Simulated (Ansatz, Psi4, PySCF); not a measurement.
C4H3O, charge -1, singlet, geometry from GFN2-xTB (in this run its highest filled SCF level lies above zero, so its values depend strongly on the basis, on diffuse functions most of all). Base run: PySCF with CCSD(T)/STO-3G.

Input for PySCF:
```python
from pyscf import gto, scf, cc

mol = gto.M(
    atom='''
O    -0.00434124    0.04793050    1.16904018
C     0.01699507    1.22054995    0.39478422
C    -0.01760528   -1.04457952    0.36698234
C     0.01553600    0.75294446   -0.91996930
C    -0.00610386   -0.66403323   -0.93846348
H    -0.03459745   -2.01935969    0.83917224
H     0.02893664    1.37399554   -1.81376634
H    -0.01254091   -1.32736979   -1.79773000
''',
    basis='sto-3g',
    charge=-1,
    verbose=4,
)

mf = scf.RHF(mol)
mf.kernel()

mycc = cc.CCSD(mf)
mycc.kernel()
et = mycc.ccsd_t()
print('E(CCSD(T)) = %.10f' % (mycc.e_tot + et))
```

The same geometry, method and basis name were run in Ansatz (a quantum-chemistry and plane-wave program) and Psi4 and PySCF, at each program's defaults and at the settings that a row names. The base is PySCF at its defaults. Differences at the defaults can come from grids, fitting, cores and function types together.

| code and settings | ΔE vs base (mEh) | basis functions | E (Eh) | SCF cycles |
|---|---|---|---|---|
| PySCF, defaults (exact integrals, spherical functions, all electrons correlated) | 0.000 | 28 | -225.28164 | 11 |
| Psi4, defaults (exact integrals, spherical functions, all electrons correlated) | 0.000 | 28 | -225.28164 | 13 |
| Ansatz, defaults (factorised integrals, spherical functions, frozen core) | 1.581 | 28 | -225.28006 | - |
| PySCF, frozen core | 1.564 | 28 | -225.28007 | 11 |
| Psi4, exact integrals, spherical functions, frozen core | 1.564 | 28 | -225.28007 | 13 |
| Ansatz, high accuracy, frozen core | 1.564 | 28 | -225.28007 | - |
